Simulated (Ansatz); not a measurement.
The first iterations of a band of a periodic cell of 17 atoms, TiSi₁₆ (host Si, host structure diamond, interstitial Ti).

Theory: Ansatz 0.2.0, DFT PBEsol, scalar-relativistic, plane waves, PAW. Settings: PAW set soft_1, cutoff 420 eV, k mesh 2x2x2, fermi-dirac smearing 0.02 eV, no spin polarisation.

```json
{"movable images": "5", "climbing image": "yes", "spring": "5.0 eV/Å²", "optimiser": "quadratic models (default)", "start path": "IDPP", "force threshold": "0.05 eV/Å", "iteration limit": "38", "end points": "relaxed"}
```

First end point:

```xyz
17
Lattice="0.0000 5.4300 5.4300 5.4300 0.0000 5.4300 5.4300 5.4300 0.0000" Properties=species:S:1:pos:R:3
Si -0.001 -0.035 0.001
Si 1.400 1.311 1.402
Si 2.746 2.711 0.001
Si 4.055 4.085 1.375
Si 2.713 -0.003 2.717
Si 4.028 1.311 4.030
Si 5.429 2.711 2.684
Si 6.829 4.111 4.030
Si -0.002 2.711 2.748
Si 1.372 4.085 4.057
Si 2.714 5.425 2.716
Si 4.055 6.767 4.057
Si 2.682 2.711 5.432
Si 4.027 4.113 6.833
Si 5.428 5.458 5.432
Si 6.803 6.767 6.805
Ti 5.428 2.712 5.432
```

Last end point:

```xyz
17
Lattice="0.0000 5.4300 5.4300 5.4300 0.0000 5.4300 5.4300 5.4300 0.0000" Properties=species:S:1:pos:R:3
Si 0.017 0.012 0.013
Si 1.359 1.353 1.354
Si 2.699 2.694 0.012
Si 4.071 4.069 1.321
Si 2.699 0.011 2.695
Si 4.072 1.321 4.070
Si 5.472 2.669 2.670
Si 6.820 4.068 4.069
Si 0.017 2.693 2.695
Si 1.325 4.068 4.069
Si 2.671 5.470 2.667
Si 4.072 6.815 4.067
Si 2.671 2.666 5.471
Si 4.072 4.066 6.816
Si 5.472 5.467 5.469
Si 6.783 6.783 6.784
Ti 4.071 4.068 4.069
```

| iteration | highest image above the first end (eV) | largest band force component (eV/Å) |
| --- | --- | --- |
| 1 | 2.519 | 3.757 |
| 2 | 1.914 | 1.071 |

Does the band converge within its limit, and where does its top end?

It converged. It ended after 6 iterations with the highest image 1.734 eV above the first end. By the program's own check the climbing image is of a kind that is not told: the force calls were inconclusive, a negative curvature could not be distinguished from the path's own, the only one lies far off the path, or fixed occupations may fill a level only in part (lowest curvatures found: -5.13 and -0.05 eV/Å²). Limits of this set-up: coarse k mesh, PAW files made for another functional, a small cell, in which the defect meets its images.

Time of the run: 8.3 min on 1 thread of Arm Neoverse V1, on a shared host, peak memory 0.89 GiB.
